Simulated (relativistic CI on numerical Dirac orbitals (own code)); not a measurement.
Calculated at this level of theory: Dirac-Coulomb-Breit CI, KLI orbitals optimised for each configuration, QED by a radiative potential, unscaled Slater integrals (own radial code, finite nucleus).

The strongest absorption lines from the ground level of an ion, among the configurations computed and to levels below about 2480 eV (vacuum wavelength in nm, gf): 0.50389 (0.077), 0.50546 (0.68), 0.50582 (0.45), 0.50737 (0.32), 0.50777 (0.078), 2.2357 (1.9), 2.3620 (1.3), 2.4666 (0.13).

Problem. Which ion is it?
A. Pb57+
B. Ir52+
C. Pb55+
D. Fr62+

Solution. A. Pb57+ has 25 electrons and the ground level 3s2 3p6 3d7 4F_9/2; the strongest line goes to 3s2 3p5 3d8 4D°_7/2. The pattern of lines fixes the number of electrons, and along that sequence the line energies rise steadily with the charge (about as its square where n changes within one kind of shell, about linearly where n is kept but much faster in heavy ions where fine structure, which grows about as Z⁴, sets the gap, and irregularly where shells cross), which fixes Z. Configurations outside the model, such as inner-shell arrays, can give stronger lines. At this charge energies of transitions that change n are usually good to better than 1 %, and those within a shell (Δn = 0) to a few per cent.

LS names give the leading component of a level, which can be under half, so a name can repeat, a term be missing and a line seem to break the LS rules.
